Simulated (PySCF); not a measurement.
Compound: C₇H₇N₂ (doublet state).
SMILES with atom numbers: `[H]/[N:6]=[C:5]/[C:4]1([C:7]#[N:8])[CH2:3][C:2](=[CH2:1])[CH2:9]1` (hydrogens: H10, H11 on C1; H12, H13 on C3; H14 on N6; H15, H16 on C9)

Geometry (GFN2-xTB, Å), atoms numbered from 1 in this order:
```xyz
16
C7H7N2 angstrom
C      2.5905   -0.0701   -0.0736
C      1.2752   -0.0563   -0.1021
C      0.2694    0.4322   -1.1101
C     -0.8656   -0.0962   -0.1859
C     -1.8476    0.9159    0.2356
N     -2.2519    1.1577    1.3771
C     -1.5863   -1.2078   -0.7482
N     -2.1383   -2.1045   -1.1942
C      0.2202   -0.5450    0.8502
H      3.1304   -0.4840    0.7610
H      3.1786    0.3302   -0.8818
H      0.2475    1.5138   -1.2439
H      0.3196   -0.0453   -2.0886
H     -2.9371    1.8824    1.5475
H      0.1539    0.0008    1.7900
H      0.2340   -1.6149    1.0557
```

The hyperfine couplings belong to this conformer and change with its torsions.

Computed with UKS B3LYP, pcH-1 on C H N, non-relativistic, mean-field spin-orbit, GIAO in PySCF 2.14.0. Isolated species at its GFN2-xTB geometry (one conformer only). The geometry wasn't refined by DFT: couplings that depend on bond lengths, twists or pyramidal angles can differ widely from those at the functional's own minimum. The SCF solution wasn't tested for stability.

Question: What are g_iso and the isotropic 13C coupling of C5?

Answer: g_iso = 2.00139 and a = +261.65 MHz, or +9.341 mT (Mulliken spin population +0.72). 13C makes up about 1.07 % of the natural element, so this concerns labelled samples or satellites.

Question: For one electron spin and this one nucleus (I = 1/2, g_N = 1.4048), compare first-order, second-order and exact resonance fields at 3.359 GHz.

Answer: B0 = hν/(g μB) = 119.913 mT and a/B0 = 0.0779. B(1) = B0 − a·mI, B(2) = B(1) − a²[I(I+1) − mI²]/(2B0); the exact values solve the Breit–Rabi equation, nuclear Zeeman term included.

```json
{"mI": "−1/2", "first order (mT)": "124.583", "second order (mT)": "124.401", "exact (mT)": "124.408", "exact − first order": "-0.175"}
{"mI": "+1/2", "first order (mT)": "115.243", "second order (mT)": "115.061", "exact (mT)": "115.053", "exact − first order": "-0.189"}
```

Question: What g and a would be read from the two outer exact lines by first-order rules?

Answer: Their midpoint, 119.731 mT, gives an apparent g of 2.00444 (true 2.00139), and their distance over 2I an apparent |a| of 9.355 mT (true 9.341).

Other couplings of abundant isotopes, left aside here: 1 × 1H 129 MHz, 1 × 14N 7 MHz, 1 × 1H 7 MHz, 1 × 1H 3 MHz, 1 × 1H 1 MHz.

H10 and H11 aren't averaged: C1 is flat or nearly so (angle sum 360°), and its turn about the short C1–C2 bond (1.32 Å) is taken as slow. C3 and C9, with what hangs on them, aren't averaged: C2 is flat or nearly so (angle sum 360°), and its turn about the short C2–C1 bond (1.32 Å) is taken as slow.

Time: 75 s wall (with the writing of density and orbital grids); peak memory 1.1 GiB. Hardware: one thread, Arm Neoverse V2 (aarch64), on a shared host.
